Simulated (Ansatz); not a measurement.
Geometry optimisation, RHF/6-31G* (Ansatz).

Input file:

```yaml
crystal:
  periodic: [false, false, false]
  atoms:
    - { symbol: Al, position_ang: [0.382639, 0.301752, -0.46059] }
    - { symbol: O, position_ang: [-0.506367, 0.200084, 2.370004] }
    - { symbol: H, position_ang: [-1.427822, 0.179428, 2.593398] }
    - { symbol: H, position_ang: [1.706112, -0.549046, -0.374811] }
    - { symbol: H, position_ang: [-0.943072, -0.14595, -1.189425] }
    - { symbol: "N", position_ang: [0.445497, 2.066748, 0.180595] }
    - { symbol: H, position_ang: [1.325656, 2.327462, 0.587517] }
    - { symbol: Si, position_ang: [-0.598537, 3.40056, -0.157704] }
    - { symbol: H, position_ang: [-1.520956, 3.031589, -1.249813] }
    - { symbol: H, position_ang: [-1.432556, 3.790781, 1.006312] }
    - { symbol: H, position_ang: [0.171546, 4.60144, -0.550123] }
    - { symbol: H, position_ang: [-0.314039, 1.110655, 2.086339] }
basis:
  gaussian: { orbitals: "6-31G*" }
hamiltonian:
  xc: hf
relax:
  f_tol: 0.03
  max_steps: 50
```

Command:

```bash
$ ansatz run input.yaml --threads 1 --pin off --max-ram 2048MiB --backend cpu --events-out ev --progress --plain --runs-dir out
```

Question: Where does it end, and by what steps?

Answer: The run converged. The force dipped under the threshold on the way, but the program's further checks kept it going. After 26 steps the energy has fallen by 0.585 eV; H10 moved furthest, 1.20 Å. Joined: Al1–O2 (2.97 → 2.05 Å).

```
step  energy less start (eV)  largest force component (eV/Å)  accepted
   0                  0.0000                           1.127       yes
   1                 -0.0880                           2.007       yes
   2                 -0.2843                           1.742       yes
   3                 -0.4528                           0.916       yes
   4                 -0.5106                           0.765       yes
   5                 -0.5383                           0.626       yes
   6                 -0.5547                           0.417       yes
   7                 -0.5592                           0.196       yes
   8                 -0.5594                           0.101       yes
   9                 -0.5613                           0.069       yes
  10                 -0.5623                           0.044       yes
  11                 -0.5647                           0.090       yes
  12                 -0.5606                           0.293        no
  13                 -0.5684                           0.043       yes
  14                 -0.5708                           0.084       yes
  15                 -0.5720                           0.114       yes
  16                 -0.5737                           0.117       yes
  17                 -0.5765                           0.113       yes
  18                 -0.5780                           0.140       yes
  19                 -0.5796                           0.121       yes
  20                 -0.5818                           0.038       yes
  21                 -0.5831                           0.034       yes
  22                 -0.5836                           0.076       yes
  23                 -0.5843                           0.032       yes
  24                 -0.5847                           0.016       yes
  25                 -0.5849                           0.025       yes
  26                 -0.5850                           0.024       yes
```

```xyz
12
Properties=species:S:1:pos:R:3
Al 0.399 0.429 0.025
O -0.605 -0.026 1.749
H -1.471 -0.402 1.628
H 1.773 -0.355 0.188
H -0.734 -0.086 -0.974
N 0.504 2.233 0.321
H 1.419 2.548 0.591
Si -0.557 3.503 -0.140
H -1.931 2.956 -0.221
H -0.563 4.597 0.862
H -0.250 4.140 -1.443
H -0.696 0.777 2.255
```

Whether the end is a true minimum wasn't checked by a vibrational analysis.

The run took 58 s on 1 thread of Arm Neoverse V2, with other jobs on the host, peak memory 0.15 GiB.
